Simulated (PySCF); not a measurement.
Relaxation of doublet H₃RuO

Level of theory: UPBE0/[Ru def2-TZVP with ECP28, O def2-TZVP, H def2-TZVP], scalar-relativistic core potentials, density fitting, no spin–orbit coupling, PySCF. A (50,194) grid was used.

A hand-made see-saw (ligand arrangement 1) start, of Cs symmetry, held to at least that symmetry:

```xyz
5
charge 0 multiplicity 2, angstrom
Ru    0.1679    0.0000   -0.1496
O    -1.1796    0.0000    0.9032
H     0.1679    1.5640   -0.0128
H     0.1679   -1.5640   -0.0128
H     1.4051    0.0000    0.8170
```

Problem. What forces act on the atoms at the start (eV/Å)?

Solution. 
| atom | Fx | Fy | Fz |
| --- | --- | --- | --- |
| Ru1 | -5.50 | 0.00 | 3.26 |
| O2 | 2.56 | 0.00 | -2.12 |
| H3 | 1.62 | 2.16 | -0.56 |
| H4 | 1.62 | -2.16 | -0.56 |
| H5 | -0.30 | 0.00 | -0.02 |

Problem. What does it relax to?

Solution. It ends at Cs with Ru–H 1.556 Å, Ru–H 1.594 Å (×2), Ru–O 1.635 Å; H–Ru–H 80.8° (×2), H–Ru–H 126.7°, H–Ru–O 107.0°, H–Ru–O 116.6° (×2) (after a last refinement on a finer grid). A frequency run shows a minimum. Other isomers or separated fragments may lie lower.

Problem. How much energy is released, and in how many steps?

Solution. 215.5 kJ/mol in 11 steps.

With open d or f shells other occupations or spin states may lie lower.
